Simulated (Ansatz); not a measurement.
SiH2MeI (CH₅ISi), relaxed as a singlet with RKS r2SCAN-D4/def2-TZVP in Ansatz, starting from the GFN2-xTB geometry. Force threshold 0.02 eV/Å.

In the def2 sets I takes a core potential; there is no spin–orbit coupling.

Start:

```xyz
8

Si   -0.262   -0.324    0.765
H     0.755   -0.976    1.578
H    -1.525   -1.047    0.767
C     0.346    0.069   -0.978
H     0.630   -0.837   -1.507
H     1.212    0.725   -0.956
H    -0.426    0.564   -1.563
I    -0.729    1.825    1.893
```

**Question.** Estimate the energy that the relaxation releases and the steps that it takes.

**Answer.** 0.8 kcal/mol, in 5 steps; 6.5 s on 4 threads of Intel Xeon on a shared host. No frequencies were taken in this run, so the end may be a saddle point.

**Question.** Does the start keep its bonding?

**Answer.** By distances, no bond broke or formed. The bond that changes most is Si1–H3, from 1.46 to 1.48 Å (atoms count from 1).

**Question.** Predict the relaxed structure.

**Answer.** 
| atom | x (Å) | y (Å) | z (Å) |
| --- | --- | --- | --- |
| Si1 | -0.256 | -0.275 | 0.753 |
| H2 | 0.775 | -0.974 | 1.558 |
| H3 | -1.502 | -1.078 | 0.746 |
| C4 | 0.344 | 0.074 | -0.974 |
| H5 | 0.581 | -0.867 | -1.481 |
| H6 | 1.243 | 0.692 | -0.956 |
| H7 | -0.420 | 0.595 | -1.553 |
| I8 | -0.764 | 1.832 | 1.907 |
Bond lengths: 1 × I–Si 2.46 Å; 1 × C–Si 1.86 Å; 3 × C–H 1.09 Å; 2 × H–Si 1.48 Å.
